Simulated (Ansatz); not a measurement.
Calculated with Ansatz (gas phase, PBE0-D4/def2-TZVP geometries, no zero-point term in ΔE). CBS: MP2 limit from def2 TZ/QZ plus the TZ coupled-cluster correction, frozen cores. Functionals use def2-TZVPP. B3LYP here is the variant with VWN-RPA as its local correlation; programs differ in this. def2 core potentials past Kr. For In outer-core shells are correlated without core-valence functions, which leaves a few kJ/mol of doubt a bond. Each species was taken in one conformer, which may not be the lowest.

Consider the cleavage of the Si–In bond: `N[SiH](Cl)[InH2]` + `N[SiH](N)F` → `N[Si@H](F)N[Si@@H](N)Cl` + `[InH3]`.

| level | ΔE (kcal/mol) | difference from CCSD(T)/CBS |
| --- | --- | --- |
| PBE-D4 | -8.1 | 3.4 |
| r2SCAN-D4 | -11.9 | -0.4 |
| B3LYP-D4 | -12.0 | -0.5 |
| ωB97M-V | -13.1 | -1.6 |
| B2PLYP | -11.4 | 0.1 |
| PBE | -6.7 | 4.8 |
| r2SCAN | -11.4 | 0.1 |
| PBE0 | -8.9 | 2.6 |
| MP2/def2-TZVPP | -12.9 | -1.4 |
| SCS-MP2/def2-TZVPP | -13.3 | -1.8 |
| CCSD/def2-TZVPP | -13.1 | -1.6 |
| CCSD(T)/def2-TZVPP | -12.9 | -1.4 |
| HF/def2-QZVPP | -15.5 | -4.0 |
| SCS-MP2/def2-QZVPP | -12.7 | -1.2 |
| MP2/CBS(def2) | -11.6 | -0.1 |
| CCSD/CBS(def2) | -11.8 | -0.3 |
| CCSD(T)/CBS | -11.5 | 0 |

Largest T1 diagnostic among the species: 0.014.

The D4 term adds −2.2 kcal/mol with B3LYP and −1.3 kcal/mol with PBE0; it sums over pairs of atoms, weighted by their polarisabilities, and B3LYP, whose exchange is more repulsive, gets the larger term. From PBE to PBE0 (25 % exact exchange), in def2-TZVPP and without D4, ΔE moves by −2.2 kcal/mol.

CCSD(T)/CBS has its own doubt, a few kJ/mol and more with outer-core shells, so smaller differences from it don't rank the levels.
